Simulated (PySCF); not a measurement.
State search for SbH

Unrestricted PBE0; Sb def2-SVPD with ECP28, H def2-SVPD; scalar-relativistic core potentials (PySCF 2.14). Outer shells of the fragments: Sb 4d10 5s2 5p3; H 1s1.

Followed along the bond (rough minima from three points):

| 2Ms+1 | unpaired | ⟨S²⟩ at the start | R at minimum (Å) | Te (eV) |
| --- | --- | --- | --- | --- |
| 3 | π ↑↑ | 2.01 | 1.72 | 0.00 |
| 1 | π ↑↓ | 1.01 | 1.72 | 0.35 |
| 1 | none | 0.00 | 1.72 | 1.33 |
| 5 | σ ↑↑, π ↑↑ | 6.00 | none in the scan | ≤ 5.02 |

Solutions found at the starting distance of 1.685 Å, counted from the lowest of them; the search is not exhaustive and high or unbound solutions are not listed, so other states can lie among these:

| 2Ms+1 | unpaired | term | E (eV) | ⟨S²⟩ | ⟨Lz²⟩ | μ (D) |
| --- | --- | --- | --- | --- | --- | --- |
| 3 | π ↑↑ | ³Σ⁻ | 0.00 | 2.01 | 0.00 | -0.14 |
| 1 | π ↑↓ | mixed | 0.35 | 1.01 | 2.01 | -0.13 |
| 1 | none | mixed | 1.33 | 0.00 | 2.00 | -0.13 |
| 3 | σ ↑, π ↑ | ³Π | 3.62 | 2.01 | 1.01 | 0.45 |
| 1 | σ ↓, π ↑ | mixed | 3.91 | 1.02 | 1.00 | 0.52 |
| 3 | σ ↑, π ↑ | ³Π | 4.97 | 2.00 | 1.01 | 0.44 |
| 1 | σ ↓, π ↑ | mixed | 5.14 | 1.01 | 1.01 | 0.52 |
| 5 | σ ↑↑, π ↑↑ | ⁵Σ⁻ | 5.73 | 6.00 | 0.00 | 0.70 |
| 3 | σ ↑↑, π ↑↓ | mixed | 6.60 | 3.01 | 2.02 | 0.81 |
| 1 | σ ↓↓, π ↑↑ | mixed | 6.77 | 2.01 | 0.00 | 0.87 |
| 3 | π ↑↑ | mixed | 7.30 | 2.00 | 2.01 | 0.13 |
| 5 | σ ↑, π ↑↑↑ | ⁵Π | 8.80 | 6.00 | 1.00 | 0.10 |
| 5 | σ ↑, π ↑↑, δ ↑ | ⁵Δ | 9.28 | 6.00 | 4.00 | 0.80 |

A term symbol is given only where ⟨S²⟩ and ⟨Lz²⟩ are close to those of a pure state; real π, δ and φ orbitals otherwise mix terms. A positive dipole means Sb(−)H(+).

Spin–orbit coupling is left out. Counting both spins, an empty level lies below a filled one in some of these solutions, because spin and occupation are held.
